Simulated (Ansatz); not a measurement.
The same path of B2F3GeH3 (9 atoms, charge 0, multiplicity 1) was run 3 times with different band settings. The coordinate that changes most is the dihedral B2–Ge3–B5–H9.

All numbers below come from RKS PBE/def2-SVP in Ansatz.

Relaxed end points:

```xyz
9
Properties=species:S:1:pos:R:3
F 2.163 -1.226 -1.327
B 1.642 -0.784 -0.192
Ge -0.422 -0.526 0.000
F -1.228 -1.169 -1.447
B -1.043 1.445 0.312
F -1.794 2.065 -0.586
H 2.410 -0.518 0.721
H -0.925 -1.403 1.193
H -0.715 2.071 1.310
```

```xyz
9
Properties=species:S:1:pos:R:3
F 2.143 -1.208 -1.367
B 1.647 -0.775 -0.217
Ge -0.411 -0.531 0.031
F -1.253 -1.191 -1.390
B -1.084 1.437 0.255
F -0.652 2.155 1.287
H 2.436 -0.501 0.676
H -0.887 -1.400 1.241
H -1.848 1.969 -0.534
```

Common settings: spring 5.0 eV/Å²; optimiser quadratic models (default); start path IDPP; force threshold 0.03 eV/Å; iteration limit 60; end points relaxed.

| run | movable images | climbing image |
| --- | --- | --- |
| 1 | 7 | yes |
| 2 | 8 | no |
| 3 | 4 | no |

(1) What does each run give, and how far can it be trusted?

## Answers

(1) Run 1: converged after 12 iterations, highest image 0.081 eV above the first end. A vibrational analysis at the climbing image gives one clearly imaginary mode, 72i cm⁻¹: a first-order saddle point.
Run 2: converged after 13 iterations, highest image 0.081 eV above the first end. No image climbed, so the highest image needn't sit at the top of the path.
Run 3: converged after 8 iterations, highest image 0.080 eV above the first end. No image climbed, so the highest image needn't sit at the top of the path.
